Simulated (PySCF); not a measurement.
Below is a simulated gas-phase C 1s photoelectron spectrum of `C=CC(=C)C(F)F`.

Every computed line was given a Gaussian of 0.7 eV full width at half maximum and an area set by the number of equivalent atoms; the highest printed point is 100. Theory: PySCF 2.14.0, delta-SCF UKS SCAN, pcX-2 on the ionised atom, pcseg-1 elsewhere, spin-free X2C.

binding energy (eV), intensity and a bar:
```
    289.4          1 
    289.6          6 ##
    289.8         24 #######
    290.0         58 #################
    290.2         93 ############################
    290.4        100 ##############################
    290.6         84 #########################
    290.8         80 ########################
    291.0         91 ###########################
    291.2         90 ###########################
    291.4         63 ###################
    291.6         30 #########
    291.8         10 ###
    292.0          2 #
    292.2          0 
    292.4          0 
    292.6          0 
    292.8          0 
    293.0          0 
    293.2          0 
    293.4          0 
    293.6          0 
    293.8          0 
    294.0          0 
    294.2          0 
    294.4          0 
    294.6          0 
    294.8          1 
    295.0          3 #
    295.2         13 ####
    295.4         30 #########
    295.6         47 ##############
    295.8         46 ##############
    296.0         29 #########
    296.2         11 ###
    296.4          3 #
    296.6          0
```

Q: How many maxima does the curve show, and how many computed lines lie under it?

A: The curve has 3 maxima (at 290.3, 291.1 and 295.7 eV). Under it lie 5 lines from 5 inequivalent carbon sites. At this width some lines have no maximum of their own.

Q: Decompose the envelope and assign each component. Numbering: `[CH2:1]=[CH:2][C:3](=[CH2:4])[CH:5]([F:6])[F:7]`.

A: 
| position (eV) | relative area | line | atoms | environment |
| --- | --- | --- | --- | --- |
| 290.27 | 1 | C 1s | C1 | terminal =CH2 carbon |
| 290.34 | 1 | C 1s | C4 | terminal =CH2 carbon |
| 291.01 | 1 | C 1s | C2 | alkene CH carbon |
| 291.24 | 1 | C 1s | C3 | fully substituted alkene carbon |
| 295.69 | 1 | C 1s | C5 | CHF2 carbon |

Lowest listed C 1s: C1, bonded to C (double bond) and 2 H. Highest, 5.42 eV above it: C5, bonded to 2 F, C and H. Summing the Pauling electronegativity differences to the bonded atoms, each weighted by its formal bond order, gives -0.70 for the lowest site and +2.51 for the highest; no listed site has a larger sum than the highest.

The curve has no shake-up lines and no vibrational structure. The unrestricted hole states depart most from a pure doublet (⟨S²⟩ = 0.75; over 0.85 named) for C 1s of C2 (0.86) and C 1s of C3 (0.88), which makes these values less certain. Geometry: GFN2-xTB, one conformer, isolated molecule.

Time: 60 s wall. Hardware: Arm Neoverse V2, one thread, shared host.

The values belong to the conformer `[CH2:1]=[CH:2][C:3](=[CH2:4])[CH:5]([F:6])[F:7]`: C1–C2–C3–C4 -177°, C2–C3–C5–F6 174°.
